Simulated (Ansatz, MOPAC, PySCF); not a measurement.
Donor–acceptor adduct: BGeH5 (SMILES [BH2][GeH3]) (first 7 atoms) with H2O (SMILES O); geometry from B3LYP-D3(BJ)/def2-TZVP, rigid monomers moved along the line of their centres of mass till B1···O8 is 2.30 Å.
(charge 0, multiplicity 1):
| atom | x (Å) | y (Å) | z (Å) |
|---|---|---|---|
| B | 1.2228 | 0.2876 | 0.8022 |
| Ge | -0.6192 | -0.0185 | -0.1290 |
| H | 2.0332 | -0.5662 | 0.5876 |
| H | 1.6274 | 1.4131 | 0.7644 |
| H | -0.5644 | 0.0266 | -1.6702 |
| H | -1.2459 | -1.3967 | 0.2370 |
| H | -1.7065 | 1.0102 | 0.2943 |
| O | 1.2449 | 0.0911 | 3.0899 |
| H | 0.8738 | -0.7853 | 3.2652 |
| H | 0.6093 | 0.7460 | 3.4107 |

Counterpoise-corrected where a basis set is named; no monomer relaxation.

Rows in 6-31G* carry no dispersion term and start afresh at each structure (6-31G* with six Cartesian d functions); the Pople sets are all-electron and without relativity. The state reached by PM7 isn't checked; PM7 holds dispersion and hydrogen-bond terms.

Codes used: Ansatz (a program for electronic structure); MOPAC for PM7 (differences of heats of formation); PySCF for 6-31G* rows. Each number belongs to the level named beside it.

Problem. One of these levels gives -9.10 kcal/mol for the interaction energy. Which one is it?
A) B3LYP/def2-TZVPPD
B) PBE/def2-TZVPPD
C) HF/6-31G*
D) PM7

Solution. D, PM7. The others give -10.25 (HF/6-31G*), -14.54 (PBE/def2-TZVPPD), -12.07 (B3LYP/def2-TZVPPD)
